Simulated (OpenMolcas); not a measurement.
**Ar V: from CASSCF to CASPT2**

```yaml
Program: OpenMolcas
Basis: ANO-R1 [4s3p1d]
Scalar_Hamiltonian: X2C, finite nucleus
Active_space: 2 electrons in 3 orbitals (3p)
State_averaging: 2S+1 = 3 even, 3 roots; 2S+1 = 1 even, 6 roots
Spin-orbit_coupling: state interaction with AMFI integrals over the reference wave functions, term energies averaged over their components
```

Methods on the same reference wave functions:
A. CASSCF
B. SS-CASPT2, IPEA 0.25 Eh, imaginary shift 0.1 Eh (closed shells correlated: 2s 2p 3s)

Energies in cm-1 above 3s2 3p2 3P0, the measured ground level; measured values from Saloman, J. Phys. Chem. Ref. Data 39, 033101 (2010).

```json
{"Level": "3s2 3p2 3P0", "A": "0.0", "B": "0.0", "Measured": "0.0"}
{"Level": "3s2 3p2 3P1", "A": "765", "B": "777", "Measured": "763"}
{"Level": "3s2 3p2 3P2", "A": "2083", "B": "2090", "Measured": "2029"}
{"Level": "3s2 3p2 1D2", "A": "19509", "B": "17970", "Measured": "16299"}
{"Level": "3s2 3p2 1S0", "A": "46418", "B": "40630", "Measured": "37912"}
```

Deviations, from unrounded energies. A percentage is the sum of absolute deviations over the sum of measured energies, with the sign that they share, or ± where signs differ.

```csv
Against measurement,Levels,A,B
mean absolute deviation (cm-1),4,2900,1100
fine structure of the ground term (%),2,+2.0,+2.6
other terms of the ground configuration (%),2,+21.6,+8.1
```

B lies closest to measurement on these levels. The largest miss of B in the table is 3s2 3p2 1S0, by +2700 cm-1. The ranking rests on the paired levels alone, and a cruder setting can come out closer through cancelling errors.

From A to B the spin-free energies of the other terms of 3s2 3p2 shown, above 3P, scale by factors of 0.87 to 0.91.

The lowest spin-free term lies below A's lowest term by 0.072 hartree in B.

CASPT2 breaks the degeneracy within a term, and the mean is taken; among the terms shown or strongly mixed into the levels shown the widest spread is 120 cm-1 (3s2 3p2 1D, B). With the s shell closed, the reference lacks s² → p² mixing. The basis is small and was not contracted for so high a charge. Measured partners are found by configuration, term and J. A level has none where our copy of the source lacks it or the pairing is in doubt (some pairs that miss far off the trend of their configuration count as doubtful), and it then counts in no deviation. Only configurations of the active space appear.
